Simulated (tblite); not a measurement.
C6H12S.
Z-matrix (Å and degrees, GFN2-xTB geometry), rows numbered from 1:
```
C 
S   1  1.8150
C   2  1.8192  1   98.78
C   3  1.5351  2  117.28  1   -75.37
C   4  1.5358  3   89.10  2  -130.84
C   3  1.5372  2  115.09  1  -179.03
C   6  1.5158  3  116.74  2  -106.51
H   1  1.0869  2  109.52  3   -60.23
H   1  1.0863  2  109.49  3    61.31
H   1  1.0847  2  106.82  3  -179.42
H   3  1.0910  2  107.47  1    53.97
H   4  1.0886  3  115.99  2   109.89
H   4  1.0884  3  112.12  2   -16.71
H   5  1.0872  4  116.02  3   131.51
H   5  1.0883  4  112.75  3  -101.55
H   6  1.0915  3  110.52  2    20.10
H   7  1.0879  6  110.15  3    67.54
H   7  1.0885  6  110.66  3   -52.55
H   7  1.0878  6  110.28  3  -172.60
```

All values are computed: GFN2-xTB (tblite) harmonic vibrations without scaling, gas phase. This tight-binding method is rough: wavenumbers can miss measured ones by several per cent, in bad cases by 10 to 20. One conformer, not necessarily the lowest.

Harmonic wavenumbers (cm⁻¹): 48.7, 79.1, 138.8, 150.5, 200.3, 230.8, 285.5, 367.4, 425.4, 592.3, 733.2, 746.7, 815.5, 927.1, 937.2, 946.6, 948.8, 956.1, 994.8, 1037.0, 1078.9, 1109.5, 1144.4, 1156.4, 1187.0, 1212.2, 1222.4, 1244.3, 1245.1, 1266.3, 1316.0, 1334.3, 1407.9, 1451.7, 1453.4, 1466.1, 1483.2, 1495.9, 1498.9, 2947.5, 2972.4, 2996.1, 3009.0, 3016.4, 3016.4, 3020.4, 3025.6, 3026.3, 3032.0, 3035.5, 3063.1.

A = 3817, B = 1383, C = 1150 MHz; mass 116.066 u (most abundant isotopes); point group C1, symmetry number 1.

Task: Zero-point energy?

Result: Half the sum of the wavenumbers: 36248 cm⁻¹ = 103.64 kcal/mol.

Task: Give the ideal-gas entropy at 350 K and 1 bar in the rigid-rotor, harmonic-oscillator model (classical rotation).

Result: Translation 40.98, rotation 28.84, vibration 28.72: S = 98.5 cal/(mol K).

Task: And Cp and H(350 K) − H(0)?

Result: Cp = 38.24 cal/(mol K), of which vibrations give 30.29 (their classical limit is 51 R = 101.3); H(350 K) − H(0) = 8.01 kcal/mol without the zero-point energy, 5.22 from vibrations.

Task: Blend soft modes into free rotors: weight 1/[1 + (100 cm⁻¹/ν̃)⁴] for the oscillator and the rest for a rotor with moment μB/(μ + B), μ = h/(8π²ν), B = 10⁻⁴⁴ kg m². What vibrational entropy results?

Result: 26.48 cal/(mol K) in place of 28.72, which changes −T·S at 350 K by +0.78 kcal/mol.

Task: Which modes carry the vibrational entropy at 350 K?

Result: 48.7 cm⁻¹: 5.19; 79.1 cm⁻¹: 4.23; 138.8 cm⁻¹: 3.13; 150.5 cm⁻¹: 2.97; 200.3 cm⁻¹: 2.43; 230.8 cm⁻¹: 2.16 cal/(mol K); the other 45 give 8.61 together.

Task: What must be added to the electronic energy to get the Gibbs energy at 350 K and 1 bar?

Result: ZPE + [H(350 K) − H(0)] − T·S = 103.64 + 8.01 − 34.49 = 77.16 kcal/mol.

Hindered rotation and anharmonicity are outside this model. Other conformers, if any are populated, would add a mixing term that is left out. The structure is chiral; the term R ln 2 for an equal mix with its mirror image is left out.
